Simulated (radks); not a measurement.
Problem. The molybdenum ion Mo+, [Kr] 4d5. Method: non-relativistic Kohn-Sham, PBE, spin-polarised, spherical densities, point nucleus; computed with a radial shooting solver on a logarithmic mesh with Libxc functionals. Every spin shell is full or empty, so the densities are truly spherical. Functionals are evaluated on that one density, not self-consistently. Rank these orbital-free kinetic functionals by their error against the exact value of the orbitals, and give that value: Thomas-Fermi, TF + vW/5, LC94, APBEK, Perdew 92, Thakkar, LKT, PG1, DePristo-Kress, Ernzerhof.

Solution. Exact: 3975.02 hartree. From best to worst, with 100 (|E| - |E exact|)/|E exact| (equal figures are ties): DePristo-Kress -0.06, LC94 +0.08, APBEK +0.14, Ernzerhof -0.37, Thakkar -0.50, Perdew 92 -0.67, TF + vW/5 +3.24, Thomas-Fermi -5.57, PG1 +16.19, LKT +20.55.
